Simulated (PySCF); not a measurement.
**Adding and removing an electron: SnTe**

PBE0; basis Sn def2-SVP with ECP28, Te def2-SVP with ECP28; scalar-relativistic core potentials; PySCF 2.14. Neutral (UKS): singlet (closed shell), Re = 2.533 Å, ωe = 269 cm⁻¹, De = 3.97 eV, HOMO -6.63 eV, LUMO -2.63 eV.

SnTe⁺ (UKS): doublet (π ↑), Re = 2.694 Å, ωe = 216 cm⁻¹, De = 2.87 eV to Sn⁺ + Te. The energies at the minima are -482.38627 hartree for SnTe and -482.07708 for SnTe⁺.

Question: Work out the adiabatic ionisation energy, without and with harmonic zero-point energies (1 hartree = 27.2114 eV, 1 eV = 8065.5 cm⁻¹), and the change of the bond length.

Answer: At PBE0: 0.30919 hartree = 8.413 eV between the minima; the zero-point term (216.0 − 269.0)/2 cm⁻¹ = -0.003 eV makes it 8.410 eV. Re changes by +16.1 pm against the neutral. Minus the HOMO energy is 6.63 eV, -1.78 eV from the value between the minima; self-interaction puts the Kohn–Sham level too high, less so with exact exchange. The electron leaves a π orbital, and the longer bond of the ion fits a bonding orbital, or a change in how ionic the bond is.

These are scalar-relativistic numbers at best; spin–orbit coupling would shift them, the dissociation energy most. For an ion De counts to the pair picked by the measured ionisation energies or electron affinities, which need not be the lowest pair at this level. States were picked by a PBE0 search and need not be the measured ground states.
